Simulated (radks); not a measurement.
Q: Charge is removed step by step from the 5s1/2 level of neutral molybdenum, starting from [Kr] 4d5 5s1. Calculated with a radial shooting solver on a logarithmic mesh with Libxc functionals: Dirac Kohn-Sham, BLYP, spin-unpolarised, spherical densities, finite nucleus; open shells are shared between the two j in proportion to 2j + 1; Fermi nuclear charge, rms radius 4.4091 fm. At the starting occupation the eigenvalue is -4.052 eV. Estimate the energy to remove one whole electron from this level, the eigenvalue at the end, and how far E(n) bends from a straight line.

A: Delta-SCF 6.935 eV; final eigenvalue -9.957 eV; the deviation from the straight line is -0.739 eV at 0.5 electron removed, the largest on the grid computed. Slater's transition state (half an electron removed) gives 6.901 eV. Integrating minus the eigenvalue over the occupation (Janak's theorem) gives 6.935 eV. The mean slope of the eigenvalue, de/dn, is 5.91 eV per electron. Ionisation energy of Mo in the NIST Atomic Spectra Database: 7.092 eV (measured).

Beside tabulated values, note that spin-unpolarised runs miss the spin-polarisation part of the exchange energy of open shells.
